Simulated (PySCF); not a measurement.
CH$_{5}$AlO$_{2}$ (SMILES C[O][AlH][OH]), singlet, at a GFN2-xTB geometry (such geometries of metal compounds can be far from the true shape); DF-R2SCAN/pcseg-2 run with PySCF.

The PySCF input:
```python
from pyscf import gto, scf, dft

mol = gto.Mole()
mol.atom = '''
    Al   -0.37979568   -0.02722167    0.72684580
    H    -1.54592248   -0.80876480    1.23852091
    O     0.32422214    1.00392571    1.79218659
    H     0.71969968    1.59335011    2.41780966
    O     0.01954173   -0.32933943   -0.84413349
    C     0.30906500   -0.62103284   -2.17938408
    H     1.08587093   -1.38794897   -2.23524910
    H    -0.58788546   -0.98935847   -2.68343245
    H     0.66108026    0.27611056   -2.69476476
'''
mol.basis = 'pcseg-2'
mol.verbose = 4
mol.max_memory = 1800
mol.build()

mf = dft.RKS(mol)
mf.xc = 'r2scan'
mf = mf.density_fit(auxbasis='def2-universal-jkfit')
mf.kernel()
```

What the program printed (banner, timings and long lists left out):

```
PySCF version 2.14.0

[INPUT] verbose = 4
[INPUT] num. atoms = 9
[INPUT] num. electrons = 40
[INPUT] charge = 0
[INPUT] spin (= nelec alpha-beta = 2S) = 0
[INPUT] symmetry False subgroup None
[INPUT] Mole.unit = angstrom
[INPUT] Symbol           X                Y                Z      unit          X                Y                Z       unit  Magmom
[INPUT]  1 Al    -0.379795680000  -0.027221670000   0.726845800000 AA   -0.717709818493  -0.051441500953   1.373539496790 Bohr   0.0
[INPUT]  2 H     -1.545922480000  -0.808764800000   1.238520910000 AA   -2.921370097008  -1.528343971189   2.340465319447 Bohr   0.0
[INPUT]  3 O      0.324222140000   1.003925710000   1.792186590000 AA    0.612691048120   1.897144641310   3.386741819218 Bohr   0.0
[INPUT]  4 H      0.719699680000   1.593350110000   2.417809660000 AA    1.360035287137   3.010995328446   4.568998078728 Bohr   0.0
[INPUT]  5 O      0.019541730000  -0.329339430000  -0.844133490000 AA    0.036928517700  -0.622361324720  -1.595181108673 Bohr   0.0
[INPUT]  6 C      0.309065000000  -0.621032840000  -2.179384080000 AA    0.584048204689  -1.173581981961  -4.118439031437 Bohr   0.0
[INPUT]  7 H      1.085870930000  -1.387948970000  -2.235249100000 AA    2.051998664327  -2.622843428172  -4.224008619181 Bohr   0.0
[INPUT]  8 H     -0.587885460000  -0.989358470000  -2.683432450000 AA   -1.110942512014  -1.869616547319  -5.070952404271 Bohr   0.0
[INPUT]  9 H      0.661080260000   0.276110560000  -2.694764760000 AA    1.249260637756   0.521773338500  -5.092367366529 Bohr   0.0

nuclear repulsion = 158.488602202416
number of shells = 31
number of NR pGTOs = 288
number of NR cGTOs = 194
basis = pcseg-2
ecp = {}

******** <class 'pyscf.df.df_jk.DFRKS'> ********
method = DFRKS
initial guess = minao
damping factor = 0
level_shift factor = 0
DIIS = <class 'pyscf.scf.diis.CDIIS'>
diis_start_cycle = 1
diis_space = 8
diis_damp = 0
SCF conv_tol = 1e-09
SCF conv_tol_grad = None
SCF max_cycles = 50
direct_scf = False
XC library pyscf.dft.libxc version 7.1.2
    S. Lehtola, C. Steigemann, M. J. T. Oliveira, and M. A. L. Marques,  SoftwareX 7, 1–5 (2018)
XC functionals = r2scan
    J. W. Furness, A. D. Kaplan, J. Ning, J. P. Perdew, and J. Sun,  J. Phys. Chem. Lett. 11, 8208–8215 (2020)
    J. W. Furness, A. D. Kaplan, J. Ning, J. P. Perdew, and J. Sun,  J. Phys. Chem. Lett. 11, 9248–9248 (2020)
    J. W. Furness, A. D. Kaplan, J. Ning, J. P. Perdew, and J. Sun,  J. Phys. Chem. Lett. 11, 8208–8215 (2020)
    J. W. Furness, A. D. Kaplan, J. Ning, J. P. Perdew, and J. Sun,  J. Phys. Chem. Lett. 11, 9248–9248 (2020)
radial grids:
    Treutler-Ahlrichs [JCP 102, 346 (1995); DOI:10.1063/1.469408] (M4) radial grids

becke partition: Becke, JCP 88, 2547 (1988); DOI:10.1063/1.454033
pruning grids: <function nwchem_prune>
grids dens level: 3
symmetrized grids: False
atomic radii adjust function: <function treutler_atomic_radii_adjust>
small_rho_cutoff = 0
Set gradient conv threshold to 3.16228e-05
Initial guess from minao.
tot grids = 110504
init E= -434.160567666986
  HOMO = -0.367396521855451  LUMO = -0.0702143636538078  gap/eV = 8.08674
cycle= 1 E= -433.799955291989  delta_E= 0.361  |g|= 1.17  |ddm|= 2.26
  HOMO = -0.0590658234652465  LUMO = 0.0528041506086053  gap/eV = 3.04414
cycle= 2 E= -432.944065538993  delta_E= 0.856  |g|= 2.34  |ddm|= 2.05
  HOMO = -0.253873235989017  LUMO = -0.00347732895132751  gap/eV = 6.81362
cycle= 3 E= -434.035837086683  delta_E= -1.09  |g|= 0.172  |ddm|= 1.63
  HOMO = -0.240855422242445  LUMO = -0.0068482157824069  gap/eV = 6.36766
cycle= 4 E= -434.041037493938  delta_E= -0.0052  |g|= 0.0983  |ddm|= 0.165
  HOMO = -0.247892601379907  LUMO = -0.00515958749074113  gap/eV = 6.60510
cycle= 5 E= -434.042518293634  delta_E= -0.00148  |g|= 0.0388  |ddm|= 0.0639
  HOMO = -0.244282971054481  LUMO = -0.00381792671420911  gap/eV = 6.54339
cycle= 6 E= -434.042800219669  delta_E= -0.000282  |g|= 0.00472  |ddm|= 0.0245
  HOMO = -0.245158189007088  LUMO = -0.0041594939494241  gap/eV = 6.55791
cycle= 7 E= -434.042804344069  delta_E= -4.12e-06  |g|= 0.00197  |ddm|= 0.00419
  HOMO = -0.245102418113353  LUMO = -0.00416323867154124  gap/eV = 6.55629
cycle= 8 E= -434.042805162404  delta_E= -8.18e-07  |g|= 0.000505  |ddm|= 0.00154
  HOMO = -0.245116653827196  LUMO = -0.00413464111532284  gap/eV = 6.55745
cycle= 9 E= -434.042805223379  delta_E= -6.1e-08  |g|= 5.11e-05  |ddm|= 0.000435
  HOMO = -0.245120820244555  LUMO = -0.00413341479723221  gap/eV = 6.55760
cycle= 10 E= -434.042805224073  delta_E= -6.95e-10  |g|= 8.88e-06  |ddm|= 6.33e-05
  HOMO = -0.245118936993185  LUMO = -0.0041335107138591  gap/eV = 6.55755
Extra cycle  E= -434.042805224068  delta_E= 5.57e-12  |g|= 1.12e-05  |ddm|= 2.12e-05
converged SCF energy = -434.042805224068
```
